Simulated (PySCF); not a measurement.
# Atomic charges by several schemes

Species: C₂H₁₀FNSi₂.
Structure used (GFN2-xTB), in Å, numbered top down from 1:
```
atom  x, y, z in Å
C1    -0.1899    0.1075   -1.8960
Si2   -0.1559   -0.0850    0.0100
N3    -1.5349   -0.8728    0.6931
Si4    1.7539   -1.1447    0.7691
C5    -0.3484    1.6986    0.7185
F6    -1.5823    2.2194    0.3680
H7    -0.2570   -0.8602   -2.3870
H8     0.7078    0.5959   -2.2661
H9    -1.0418    0.6995   -2.2228
H10   -2.4098   -0.3726    0.7412
H11   -1.7061   -1.8487    0.5160
H12    1.8583   -2.4975    0.2113
H13    1.8287   -1.2990    2.2237
H14    2.9826   -0.4490    0.3692
H15   -0.3096    1.7207    1.8094
H16    0.3965    2.3966    0.3309
```

Density: PBE0/pcSseg-1 (PySCF); schemes: Mulliken, IAO, Hirshfeld and ESP-fitted. The structure is a single GFN2-xTB conformer in the gas phase; no vibrational or solvent corrections.

**Question.** Do the Mulliken, IAO, Hirshfeld and ESP-fitted schemes agree on where the charge is lowest?

**Answer.** All schemes agree: Mulliken N3 (-0.630); IAO N3 (-0.839); Hirshfeld N3 (-0.321); ESP-fitted N3 (-1.107).

**Question.** At which atom do the 4 schemes differ most?

**Answer.** At N3: from -1.107 (ESP-fitted) to -0.321 e (Hirshfeld), 0.786 e apart.

**Question.** Which atoms carry the highest charge in the Mulliken, IAO, Hirshfeld and ESP-fitted schemes?

**Answer.** All schemes agree: Mulliken Si2 (+0.671); IAO Si2 (+0.905); Hirshfeld Si2 (+0.342); ESP-fitted Si2 (+0.718).

**Question.** What partial charge does each atom carry?

**Answer.** In e:

```csv
atom,environment,Mulliken,IAO,Hirshfeld,ESP-fitted
C1,Si-methyl carbon,-0.623,-0.734,-0.222,-0.672
Si2,four-coordinate silicon,+0.671,+0.905,+0.342,+0.718
N3,silicon-bound nitrogen,-0.630,-0.839,-0.321,-1.107
Si4,SiH3 silicon,+0.193,+0.242,+0.203,+0.070
C5,sp3 C–F carbon,-0.129,-0.235,-0.072,-0.079
F6,alkyl fluorine,-0.349,-0.329,-0.126,-0.220
H7,methyl hydrogen,+0.136,+0.152,+0.037,+0.155
H8,methyl hydrogen,+0.136,+0.153,+0.038,+0.147
H9,methyl hydrogen,+0.149,+0.161,+0.042,+0.173
H10,N–H hydrogen,+0.201,+0.267,+0.116,+0.412
H11,N–H hydrogen,+0.191,+0.259,+0.114,+0.411
H12,Si–H hydrogen,-0.067,-0.097,-0.077,-0.040
H13,Si–H hydrogen,-0.056,-0.093,-0.073,-0.048
H14,Si–H hydrogen,-0.070,-0.101,-0.079,-0.074
H15,methylene hydrogen,+0.127,+0.146,+0.040,+0.084
H16,methylene hydrogen,+0.121,+0.142,+0.038,+0.070
```

Mean size of the charges over all atoms: IAO 0.303 e, ESP-fitted 0.280 e, Mulliken 0.240 e, Hirshfeld 0.121 e. Each set sums to the total charge, 0, to within 0.001 e. The Hirshfeld scheme divides the density at each point in proportion to the densities of the neutral, spherically averaged free atoms.

**Question.** Sum the charges by element, for elements with more than one atom.

**Answer.** 
```csv
element,atoms,Mulliken,IAO,Hirshfeld,ESP-fitted
C,2,-0.751,-0.969,-0.294,-0.751
Si,2,+0.864,+1.147,+0.545,+0.788
H,10,+0.867,+0.990,+0.197,+1.291
```

**Question.** How closely do the schemes follow one another over all atoms?

**Answer.** Correlation coefficient and root-mean-square difference: Mulliken with IAO 0.99, 0.093 e; IAO with Hirshfeld 0.97, 0.253 e; Mulliken with Hirshfeld 0.96, 0.172 e; IAO with ESP-fitted 0.96, 0.121 e; Mulliken with ESP-fitted 0.95, 0.151 e; Hirshfeld with ESP-fitted 0.92, 0.275 e.

**Question.** How many electrons does the ESP-fitted scheme count on Si4?

**Answer.** Z − q = 14 − (+0.070) = 13.930.
